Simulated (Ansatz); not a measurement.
Ansatz (a quantum-chemistry and plane-wave program) input (CCSD(T)/def2-SVP):

Ansatz 0.2 input:
```yaml
crystal:
  periodic: [false, false, false]
  atoms:
    - {symbol: Sn, position_ang: [-0.23674923, -0.10617803, -0.19253129]}
    - {symbol: O, position_ang: [1.32786693, 0.48413179, 1.06256318]}
    - {symbol: H, position_ang: [1.21452635, 1.43584692, 1.12605885]}
basis:
  gaussian:
    orbitals: def2-SVP
total_charge: -1
magnetization: {spin_polarized: false}
correlation: {method: ccsd_t, electrons: outside_noble_gas}
```

Output:

```
Functional definition: HF
integrals: 0.02 GiB planned
523 factors; integrals over basis functions are off by at most 1.0e-3 eV
mean field: 0.10 GiB planned
mean field evaluation 1: about -7854.8117 eV, gradient 1.7e1 eV
mean field evaluation 2: about -7854.8167 eV, gradient 1.7e1 eV
mean field evaluation 4: about -7855.7770 eV, gradient 2.0e0 eV
mean field evaluation 8: about -7855.7974 eV, gradient 5.7e-4 eV
mean field evaluation 16: about -7855.7896 eV, gradient 1.7e-1 eV
mean field evaluation 32: about -7855.7345 eV, gradient 3.8e0 eV
mean field evaluation 64: about -7855.3831 eV, gradient 6.9e-3 eV
mean field evaluation 96: about -7855.7974 eV, gradient 1.2e-2 eV
mean field -7855.79738390 eV, -288.6952290076 hartree, gradient 8.5e-6 eV, S^2 0.000000; 6 other end points of the search recorded, 0 dependent functions left out; unrestricted orbitals would lower it
determinant -7855.79738390 eV, -288.6952290076 hartree, with singles and doubles -7863.33903798 eV, -288.9723796832 hartree
determinant -7855.38309254 eV, -288.6800040810 hartree, with singles and doubles -7862.87340976 eV, -288.9552681616 hartree
determinant -7855.79738390 eV, -288.6952290076 hartree, with singles and doubles -7863.35005395 eV, -288.9727845124 hartree
determinant -7855.38309254 eV, -288.6800040810 hartree, with singles and doubles -7862.93052275 eV, -288.9573670252 hartree
10 core orbitals not correlated
reference -7855.79738390 eV, -288.6952290076 hartree; 6, 6 occupied and 29, 29 virtual orbitals, 523 factors
second order -7.04606212 eV of doubles, -0.00000000 eV of singles
coupled cluster: 0.07 GiB planned
cycle   1  -7.55266848 eV  change    1.6e-6 eV  update   2.4e-6
coupled cluster: 0.07 GiB planned
perturbative correction -0.20993153 eV, -0.0077148413 hartree
Total energy: -7863.55998390 eV, -288.9804992961 hartree
```
